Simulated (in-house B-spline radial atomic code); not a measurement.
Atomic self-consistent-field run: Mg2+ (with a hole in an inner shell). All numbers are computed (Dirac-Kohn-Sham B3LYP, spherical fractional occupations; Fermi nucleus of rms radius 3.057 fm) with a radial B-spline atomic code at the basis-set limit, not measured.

Command:
```bash
python run_scf.py task.json out
```
Settings (nuclear radius in fm, mass in u):
```
Z                12
configuration    1s1 2s2 2p6 3s1
hamiltonian      dirac
method           b3lyp
spin_polarised   False
nucleus          fermi
rms_radius       3.057
atomic_mass      23.98504
speed_of_light   137.035999084
```

Output (hartree, bohr):
```
 radial grid: 70 intervals, B-splines of order 8, outer radius 25.5556 bohr

 iter        energy (Eh)    residual
    1        -145.604522    4.74e-01
    2        -149.468964    3.28e-01
    3        -150.689480    8.60e-02
    4        -150.796200    2.17e-02
    5        -150.801235    1.14e-02
    6        -150.803317    1.39e-04
    7        -150.803318    9.97e-06
    8        -150.803318    1.34e-07

 total energy                      -150.80332
 kinetic                             150.8848
 electron-nucleus                   -362.4249
 Hartree                              73.4166
 exact exchange                       -2.2072
 exchange-correlation                -10.4726

 first-order corrections (not in the total)
   Gaunt                             0.0163
   retardation                      -0.0014
   frequency dependence             -0.0000
   self-energy                       0.0124
   Uehling                          -0.0007
   Wichmann-Kroll                    0.0000
   recoil                            0.0030

 orbital      occ     eigenvalue          <r>       <r^2>       <1/r>       r_max    small
 1s1/2      1.000       -51.4302     0.127684   0.0219082     11.8476      0.0838  1.86e-03
 2s1/2      2.000        -4.6869     0.646616    0.500437     2.27278      0.5161  2.71e-04
 2p1/2      2.000        -3.5000     0.600652    0.456541     2.20822      0.4297  2.62e-04
 2p3/2      4.000        -3.4845     0.602659    0.459451     2.19889      0.4311  2.61e-04
 3s1/2      1.000        -0.8593      2.26683     5.88243    0.596945       1.956  3.86e-05
```

Time taken, with all properties: 0.55 s on 1 thread of Arm Neoverse V1 (shared host).

For the Dirac Hamiltonian the kinetic term is c α·p + (β - 1)c².

Caution: exact exchange at fractional occupations of open shells leaves self-interaction of up to several eV.
